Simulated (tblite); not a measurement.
Compound: C5H4F3 (charge +1).
SMILES with atom numbers: `[F:1][C:2]([F:3])([F:4])[CH2:5][c+:6]1[cH:7][cH:8]1` (hydrogens: H9, H10 on C5; H11 on C7; H12 on C8)
Bond orders are those of one Lewis drawing.

Computed with GFN2-xTB (tblite), gas phase: nudged elastic band of 9 images (0 to 8), spring 0.2 eV/Å², climbing image at the end, force threshold 0.05 eV/Å. No saddle search or frequency run followed, so the top image need not be a first-order saddle, and its height can exceed the method's true barrier by a kcal/mol or more.

The band describes a rotation about C2–C5 (CF3 carbon, chain CH2 carbon), followed by the dihedral F4–C2–C5–C6, from the optimised start (-61°) to a second optimised geometry at 57°.

Q: How does the energy change from image to image?

A: 
```
image  dihedral (°)  E (eV)  C2–C5 (Å)  F4···C6 (Å)  largest true force (eV/Å)
    0           -61   0.000      1.549         2.86                       0.01
    1           -45   0.006      1.551         2.73                       0.04
    2           -31   0.022      1.555         2.66                       0.04
    3           -16   0.040      1.559         2.62                       0.04
    4            -1   0.048      1.561         2.61                       0.05
    5            14   0.041      1.560         2.62                       0.04
    6            28   0.024      1.556         2.65                       0.04
    7            43   0.007      1.552         2.72                       0.05
    8            57   0.000      1.549         2.83                       0.01
```

Barriers of this band. The top is image 4 at -1°: 0.05 eV in either direction, as the ends lie within 0.002 eV of each other. The central bond is 0.012 Å longer at the top than at the start.

Q: What rate follows at 298 K for crossing this barrier forward?

A: Taking the electronic barrier for the free energy of activation (no zero-point or entropy terms, transmission 1), rate = (kT/h)·exp(−ΔE/kT) ≈ 1 × 10^12 s⁻¹, whose inverse is 1 × 10^-12 s. An error of 1 kcal/mol in the barrier changes this by a factor of 5, and the method and the loose band can each miss by that much or more. The barrier is only 1.9 kT, where transition-state theory is rough.

Q: How long is the path, and how are the images spaced?

A: Cartesian distances between aligned neighbours (all atoms, Å): 0.55, 0.51, 0.50, 0.50, 0.50, 0.50, 0.50, 0.49; the sum is 4.05 Å, and the top lies 51 % of the way along.

What follows is the cost of the whole band run. On one thread of an Intel Xeon 6975P-C, shared host with 192 logical CPUs at a one-minute load of 52, this took 1.3 s wall and 0.18 GiB of memory at its peak.
